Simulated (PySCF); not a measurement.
## Two-component Hartree-Fock for Au (gold, neutral)

Start: [Xe] 4f14 5d10 6d1; 6d5/2 filled at m_j = +5/2. Calculated with PySCF 2.14 in x2c-TZVPall-2c with one added diffuse shell each of s, p, d type (12s12p11d2f, 117 functions): generalised Hartree-Fock with the X2C-1e Hamiltonian and a Gaussian nucleus; spin-orbit coupling (SO) screened by Boettger's factors. This is a chosen level, not necessarily the ground level.

| spinor shell | electrons | ε, screened SO (eV) | weight of nominal j (screened SO) | rms radius, screened SO (bohr) |
| --- | --- | --- | --- | --- |
| 1s1/2 | 2 | -81150.5 | 1.000 | 0.0190 |
| 2s1/2 | 2 | -14470.1 | 1.000 | 0.0768 |
| 2p1/2 | 2 | -13852.6 | 1.000 | 0.0651 |
| 2p3/2 | 4 | -12011.5 | 1.000 | 0.0731 |
| 3s1/2 | 2 | -3486.6 | 1.000 | 0.196 |
| 3p1/2 | 2 | -3209.9 | 1.000 | 0.188 |
| 3p3/2 | 4 | -2797.6 | 1.000 | 0.204 |
| 3d3/2 | 4 | -2343.5 | 1.000 | 0.179 |
| 3d5/2 | 6 | -2255.3 | 1.000 | 0.183 |
| 4s1/2 | 2 | -796.87 | 1.000 | 0.433 |
| 4p1/2 | 2 | -677.76 | 1.000 | 0.438 |
| 4p3/2 | 4 | -577.56 | 1.000 | 0.471 |
| 4d3/2 | 4 | -382.37 | 1.000 | 0.485 |
| 4d5/2 | 6 | -363.14 | 1.000 | 0.497 |
| 5s1/2 | 2 | -132.25 | 1.000 | 1.00 |
| 4f5/2 | 6 | -110.07 | 1.000 | 0.544 |
| 4f7/2 | 8 | -106.29 | 1.000 | 0.546 |
| 5p1/2 | 2 | -91.802 | 1.000 | 1.09 |
| 5p3/2 | 4 | -74.656 | 1.000 | 1.19 |
| 5d3/2 | 4 | -18.537 | 1.000 | 1.65 |
| 6d5/2 | 1 | -1.312 | 1.000 | 8.87 |

**Question.** Where does 5d5/2 lie, and what is the 5d spin-orbit splitting (screened SO)?

**Answer.** At -16.688 eV, 1.849 eV above 5d3/2.

```tsv
quantity	screened SO
E (hartree)	-19026.60746
M_J	5/2
⟨J²⟩	8.751
⟨L²⟩	6.179
⟨S²⟩	0.928
```

Breit and QED terms are absent; they matter most for the inner s and p1/2 levels.

Densities and radii are taken from the X2C orbitals without a picture-change correction, which distorts them close to the nucleus.
